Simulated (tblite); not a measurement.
Record of a relaxation.

Species: BClGeH4O2.
Bonds: O1–B2, B2–O3, B2–Ge4, Ge4–Cl5. Hydrogens: H6 on O1; H7 on O3; H8, H9 on Ge4.

Computed with GFN2-xTB (tblite), gas phase: L-BFGS steps from a force-field or distance-geometry start until the largest atomic force falls under 0.01 eV/Å. 10 of its 48 geometries are shown.

Step 0: E = -488.5619 eV, largest atomic force 2.693 eV/Å
```
atom  x, y, z in Å  |  force x, y, z in eV/Å
O1     -1.608    0.517    0.928    1.539  -2.020  -0.895
B2     -0.777    0.028   -0.164   -2.263  -0.491   0.212
O3     -1.335   -0.821   -1.198    1.100   0.230   2.310
Ge4     1.186    0.515   -0.216   -0.057   0.125  -0.076
Cl5     2.150   -0.224    1.596   -0.207   0.265  -0.588
H6     -1.559   -0.175    1.630   -0.362   1.081  -0.720
H7     -1.235   -1.740   -0.870   -0.364   0.867  -0.645
H8      1.851   -0.139   -1.446    0.200   0.294   0.367
H9      1.340    2.045   -0.285    0.413  -0.351   0.035
```

Step 5: E = -489.0965 eV, largest atomic force 1.251 eV/Å
```
atom  x, y, z in Å  |  force x, y, z in eV/Å
O1     -1.546    0.418    0.903    0.445   0.168  -0.063
B2     -0.789    0.011   -0.148   -1.123  -0.458   0.305
O3     -1.283   -0.830   -1.088    0.402   0.041  -0.155
Ge4     1.111    0.545   -0.255    0.918   0.396  -0.190
Cl5     2.123   -0.178    1.501   -0.145   0.050  -0.132
H6     -1.651   -0.126    1.667   -0.413  -0.163   0.230
H7     -1.316   -1.762   -0.939   -0.431  -0.306  -0.003
H8      1.911   -0.081   -1.387    0.079   0.109   0.023
H9      1.452    2.009   -0.279    0.269   0.163  -0.016
```

Step 10: E = -489.5759 eV, largest atomic force 0.972 eV/Å
```
atom  x, y, z in Å  |  force x, y, z in eV/Å
O1     -1.417    0.344    1.047    0.111  -0.503   0.167
B2     -0.885   -0.090   -0.094    0.836   0.421  -0.262
O3     -1.121   -0.990   -1.055    0.012  -0.473   0.490
Ge4     1.110    0.690   -0.374   -0.384  -0.189   0.233
Cl5     2.056   -0.112    1.363   -0.021  -0.176   0.388
H6     -1.932   -0.093    1.739   -0.097   0.024  -0.668
H7     -1.596   -1.835   -1.031   -0.195   0.623   0.208
H8      2.062    0.030   -1.340   -0.094  -0.073  -0.453
H9      1.738    2.061   -0.281   -0.167   0.345  -0.104
```

Step 16: E = -489.9757 eV, largest atomic force 0.616 eV/Å
```
atom  x, y, z in Å  |  force x, y, z in eV/Å
O1     -1.296    0.285    1.047   -0.214  -0.048   0.259
B2     -0.707   -0.048   -0.108   -0.018  -0.346   0.183
O3     -1.015   -1.038   -0.963   -0.184  -0.232  -0.050
Ge4     1.203    0.670   -0.312   -0.456  -0.106  -0.043
Cl5     2.022   -0.162    1.473    0.188   0.108  -0.132
H6     -2.013   -0.183    1.499    0.189   0.097  -0.503
H7     -1.738   -1.681   -0.873    0.245   0.536   0.178
H8      1.951    0.025   -1.468    0.169   0.095   0.074
H9      1.608    2.139   -0.320    0.081  -0.104   0.033
```

Step 21: E = -490.0524 eV, largest atomic force 0.317 eV/Å
```
atom  x, y, z in Å  |  force x, y, z in eV/Å
O1     -1.281    0.259    1.065   -0.049  -0.049  -0.135
B2     -0.661   -0.096   -0.069   -0.237  -0.037   0.016
O3     -0.995   -1.066   -0.934   -0.155   0.043   0.088
Ge4     1.175    0.665   -0.320    0.317   0.013   0.000
Cl5     2.051   -0.138    1.447    0.226   0.052  -0.032
H6     -2.058   -0.209    1.376   -0.122  -0.044  -0.020
H7     -1.789   -1.592   -0.802    0.003   0.015   0.036
H8      1.965    0.063   -1.466    0.079   0.023   0.019
H9      1.607    2.121   -0.321   -0.062  -0.016   0.027
```

Step 26: E = -490.1009 eV, largest atomic force 0.213 eV/Å
```
atom  x, y, z in Å  |  force x, y, z in eV/Å
O1     -1.336    0.224    1.055    0.097   0.137  -0.018
B2     -0.660   -0.114   -0.051    0.133  -0.027  -0.001
O3     -1.044   -1.073   -0.908    0.125   0.069  -0.090
Ge4     1.231    0.636   -0.307   -0.173  -0.071   0.101
Cl5     2.219   -0.096    1.422    0.129   0.001   0.000
H6     -2.147   -0.245    1.259   -0.081   0.021   0.054
H7     -1.860   -1.536   -0.717   -0.148  -0.124  -0.058
H8      2.037    0.094   -1.472   -0.014  -0.006   0.015
H9      1.573    2.115   -0.307   -0.068   0.000  -0.002
```

Step 31: E = -490.1149 eV, largest atomic force 0.227 eV/Å
```
atom  x, y, z in Å  |  force x, y, z in eV/Å
O1     -1.344    0.247    1.042   -0.048  -0.090   0.066
B2     -0.661   -0.124   -0.050   -0.106  -0.069   0.046
O3     -1.057   -1.063   -0.923   -0.077  -0.171   0.042
Ge4     1.220    0.616   -0.284    0.160  -0.022   0.025
Cl5     2.298   -0.086    1.415   -0.017   0.025  -0.055
H6     -2.156   -0.219    1.274    0.102   0.154  -0.064
H7     -1.868   -1.558   -0.747    0.136   0.155  -0.094
H8      2.042    0.094   -1.453   -0.075   0.002   0.018
H9      1.539    2.100   -0.299   -0.075   0.017   0.016
```

Step 37: E = -490.1340 eV, largest atomic force 0.103 eV/Å
```
atom  x, y, z in Å  |  force x, y, z in eV/Å
O1     -1.334    0.237    1.044   -0.012   0.016  -0.009
B2     -0.635   -0.189   -0.017    0.064  -0.024   0.035
O3     -1.045   -1.110   -0.903    0.050   0.046   0.004
Ge4     1.240    0.576   -0.234   -0.020   0.025  -0.098
Cl5     2.447   -0.053    1.384    0.017  -0.005   0.080
H6     -2.200   -0.140    1.212   -0.084   0.010   0.056
H7     -1.911   -1.509   -0.791   -0.027  -0.030  -0.019
H8      2.021    0.110   -1.440    0.030  -0.018  -0.092
H9      1.430    2.084   -0.279   -0.019  -0.020   0.044
```

Step 42: E = -490.1375 eV, largest atomic force 0.040 eV/Å
```
atom  x, y, z in Å  |  force x, y, z in eV/Å
O1     -1.336    0.238    1.045   -0.010   0.000   0.017
B2     -0.629   -0.201   -0.005   -0.012   0.028  -0.008
O3     -1.037   -1.112   -0.901    0.005  -0.007   0.005
Ge4     1.244    0.572   -0.243   -0.007  -0.030   0.025
Cl5     2.450   -0.049    1.391   -0.011   0.016  -0.018
H6     -2.210   -0.120    1.224    0.012   0.009  -0.011
H7     -1.907   -1.510   -0.809    0.014  -0.003   0.000
H8      2.021    0.107   -1.459    0.008   0.018  -0.018
H9      1.417    2.082   -0.267    0.000  -0.032   0.008
```

Step 47: E = -490.1379 eV, largest atomic force 0.009 eV/Å
```
atom  x, y, z in Å  |  force x, y, z in eV/Å
O1     -1.338    0.240    1.046    0.001   0.004  -0.004
B2     -0.630   -0.201   -0.003    0.000  -0.003   0.001
O3     -1.035   -1.113   -0.899   -0.002  -0.002   0.003
Ge4     1.245    0.563   -0.241    0.001   0.000  -0.003
Cl5     2.458   -0.044    1.388    0.001  -0.006   0.002
H6     -2.214   -0.115    1.221    0.000   0.003  -0.004
H7     -1.906   -1.509   -0.812    0.001  -0.007   0.003
H8      2.022    0.112   -1.463   -0.005   0.007  -0.001
H9      1.410    2.072   -0.262    0.004   0.004   0.004
```

Question: Summarise the path.

Answer: The energy falls by 1.5760 eV from step 0 to step 47; nine tenths of that is first reached at step 17. It falls at every step. The largest force goes from 2.693 to 0.009 eV/Å. Among the bonds O1–B2 changes most, from 1.456 to 1.340 Å; the atoms move by 0.460 Å rms after alignment.

Question: Follow the three bonds and two angles with the largest change from start to end.

Answer: 
```
step  E above end (eV)  largest force (eV/Å)  O1–B2 (Å)  B2–O3 (Å)  Ge4–Cl5 (Å)  B2–O1–H6 (°)  B2–O3–H7 (°)
   0            1.5760                 2.693      1.456      1.450        2.181         105.6         105.7
   2            1.2177                 1.004      1.338      1.345        2.165         113.5         113.2
   4            1.1041                 0.677      1.360      1.359        2.161         117.1         117.1
   6            0.9541                 1.391      1.343      1.343        2.133         127.4         127.4
   8            0.7426                 1.285      1.321      1.333        2.109         134.8         133.9
  10            0.5620                 0.972      1.331      1.337        2.134         132.8         130.9
  12            0.4215                 1.143      1.333      1.332        2.173         131.1         129.3
  14            0.2958                 0.921      1.333      1.337        2.177         132.0         130.5
  16            0.1622                 0.616      1.339      1.344        2.134         127.4         126.8
  18            0.1143                 0.799      1.331      1.337        2.122         122.1         121.8
  20            0.0919                 0.272      1.337      1.339        2.125         121.3         120.9
  22            0.0751                 0.416      1.344      1.345        2.135         121.4         120.5
  25            0.0417                 0.249      1.342      1.343        2.129         119.2         118.1
  27            0.0335                 0.173      1.339      1.341        2.117         118.4         117.5
  29            0.0281                 0.162      1.339      1.341        2.119         118.8         118.2
  31            0.0231                 0.227      1.341      1.342        2.131         119.4         119.2
  33            0.0144                 0.221      1.341      1.342        2.140         119.4         119.7
  35            0.0071                 0.149      1.340      1.342        2.126         118.8         119.2
  37            0.0040                 0.103      1.340      1.342        2.114         119.0         119.0
  39            0.0015                 0.093      1.341      1.342        2.117         120.2         119.6
  41            0.0007                 0.044      1.340      1.342        2.123         120.3         119.6
  43            0.0003                 0.042      1.340      1.341        2.123         120.1         119.4
  45            0.0000                 0.017      1.340      1.341        2.121         120.1         119.5
  47            0.0000                 0.009      1.340      1.341        2.121         120.2         119.6
```

What follows is the cost of the whole relaxation. On an Arm Neoverse V1 with one thread (shared host), this took 0.23 s of wall time.
